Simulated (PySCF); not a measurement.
C3H6ClOSi (doublet state).
Structure used (GFN2-xTB), in Å, numbered top down from 1:
```xyz
12
C3H6ClOSi angstrom
C     -1.600   -0.870   -0.449
C     -1.058    0.351   -0.207
Cl    -2.139    1.751   -0.317
C      0.269    0.631    0.117
O      0.680    1.902    0.306
Si     1.633   -0.649    0.319
H     -2.639   -0.988   -0.687
H     -0.986   -1.749   -0.402
H     -0.078    2.504    0.183
H      1.148   -1.754    1.151
H      2.748    0.044    0.955
H      2.023   -1.173   -0.995
```

The hyperfine couplings belong to this conformer and change with its torsions.

Identity: `C=C(Cl)[C](O)[SiH3]` [radical].

Computed with UKS B3LYP, pcH-1 on C Cl H O Si, non-relativistic, mean-field spin-orbit, GIAO (PySCF). Isolated species at its GFN2-xTB geometry (one conformer only). Couplings are sensitive to structure, and on GFN2-xTB geometries they can be far from those on DFT ones. No stability test was run, so a lower SCF solution isn't excluded. ⟨S²⟩ is 0.773 where a pure state has 0.75.

The Mulliken spin populations are largest on C1 (+0.60), C4 (+0.54), C2 (-0.21) and O5 (+0.13). The positive populations add up to 1.30 and the negative ones to -0.30, together 2S = 1. The angles at C1 add up to 360.0°, so it is planar.

(1) McConnell's relation a(H) = Q·ρ ties the coupling of a proton on a planar π carbon to the spin population of that carbon. What Q do the computed values give?

## Answers

(1) 
| H | C | ρ(C) | a(H) (G) | a/ρ (G) |
| --- | --- | --- | --- | --- |
| H7 | C1 | +0.603 | -13.70 | -22.7 |
| H8 | C1 | +0.603 | -12.53 | -20.8 |

These protons share one ρ (within 0.01), so their mean ratio, Q = -21.7 G, is no test of linearity. In every row coupling and population have opposite signs.

Couplings in gauss use g_iso = 2.0028.

Time: 44 s (grids of density and orbitals included); peak memory 0.78 GiB. Hardware: an Arm Neoverse V2 with one thread, no GPU, shared host with 192 logical CPUs at a one-minute load of 85.
